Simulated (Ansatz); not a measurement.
Ansatz (an electronic-structure program) input (CCSD(T)/def2-SVPD):

Ansatz 0.2 input:
```yaml
crystal:
  periodic: [false, false, false]
  atoms:
    - {symbol: Y, position_ang: [1.11607208, -0.02493613, -0.00877934]}
    - {symbol: I, position_ang: [-0.38311617, 1.74458709, -1.42816909]}
    - {symbol: I, position_ang: [-0.43814441, -1.72623786, 1.43462936]}
basis:
  gaussian:
    orbitals: def2-SVPD
total_charge: 1
magnetization: {spin_polarized: false}
correlation: {method: ccsd_t, electrons: outside_noble_gas}
output: {forces: true}
```

End of the output:

```
integrals: 0.17 GiB planned
1195 factors; integrals over basis functions are off by at most 2.3e-4 eV
mean field: 0.51 GiB planned
mean field evaluation 1: about -17170.0980 eV, gradient 2.7e1 eV
mean field evaluation 2: about -17170.1961 eV, gradient 2.7e1 eV
mean field evaluation 4: about -17173.3819 eV, gradient 1.9e0 eV
mean field evaluation 8: about -17173.4310 eV, gradient 2.3e-1 eV
mean field evaluation 16: about -17173.4319 eV, gradient 1.1e-6 eV
mean field -17173.43187259 eV, -631.1119807474 hartree, gradient 1.1e-6 eV, S^2 0.000000; 0 other end points of the search recorded, 0 dependent functions left out
22 core orbitals not correlated
reference -17173.43187259 eV, -631.1119807474 hartree; 8, 8 occupied and 74, 74 virtual orbitals, 1195 factors
densities: 0.47 GiB planned
second order -6.55827497 eV of doubles, -0.00000000 eV of singles
coupled cluster: 0.33 GiB planned
cycle   1  -6.80860723 eV  change   -2.5e-1 eV  update   1.1e-1
cycle   2  -6.98537131 eV  change   -1.8e-1 eV  update   3.5e-2
cycle   3  -7.03456925 eV  change   -4.9e-2 eV  update   2.1e-2
cycle   4  -7.03272379 eV  change    1.8e-3 eV  update   4.9e-3
cycle   5  -7.03054587 eV  change    2.2e-3 eV  update   1.9e-3
cycle   6  -7.03045527 eV  change    9.1e-5 eV  update   6.8e-4
cycle   7  -7.03058252 eV  change   -1.3e-4 eV  update   2.2e-4
cycle   8  -7.03064037 eV  change   -5.8e-5 eV  update   8.5e-5
cycle   9  -7.03064241 eV  change   -2.0e-6 eV  update   2.8e-5
cycle  10  -7.03063599 eV  change    6.4e-6 eV  update   1.1e-5
cycle  11  -7.03063703 eV  change   -1.0e-6 eV  update   4.4e-6
perturbative correction -0.30323012 eV, -0.0111435013 hartree
the calculation of the forces begins
Total energy: -17180.76573974 eV, -631.3814953940 hartree
Atom 0 at     1.116072    -0.024936    -0.008779 Å, force     0.371227    -0.008294    -0.002920 eV/Å
Atom 1 at    -0.383116     1.744587    -1.428169 Å, force    -0.180955     0.297962    -0.240883 eV/Å
Atom 2 at    -0.438144    -1.726238     1.434629 Å, force    -0.190272    -0.289667     0.243804 eV/Å
Dipole moment:     1.712683    -0.038266    -0.013472 e Å
```

The spin state was set by rule; other spins were not relaxed.
